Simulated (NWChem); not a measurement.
A series in which one site is exchanged, each optimised at PBE0/def2-SVP with NWChem, gas phase unless a solvent is named. Low-valent species are run as closed-shell singlets; no triplet was tried in these runs. Some are not confirmed as minima by frequencies. def2 effective core potentials on Sn, Pb; no spin-orbit coupling.

A: [OH][GeH] (GeH$_{2}$O; site = Ge)
B: [OH][SnH] (SnH2O; site = Sn)
C: [OH][PbH] (PbH2O; site = Pb)
D: O[SiH] (SiH2O; site = Si)

```csv
quantity,A,B,C,D
"orbital gap (eV), PBE0/def2-SVP",4.71,4.41,4.56,(withheld)
"static polarisability, PBE0/def2-SVPD (bohr³)",38.9,49.1,50.9,(withheld)
"lowest singlet excitation, PBE0/def2-SVPD, TDA (eV)",3.42,3.22,3.25,(withheld)
```

**Question.** What belongs in the gaps?

**Answer.** 
- orbital gap (eV), PBE0/def2-SVP, D: 4.61
- static polarisability, PBE0/def2-SVPD (bohr³), D: 36.8
- lowest singlet excitation, PBE0/def2-SVPD, TDA (eV), D: 3.37
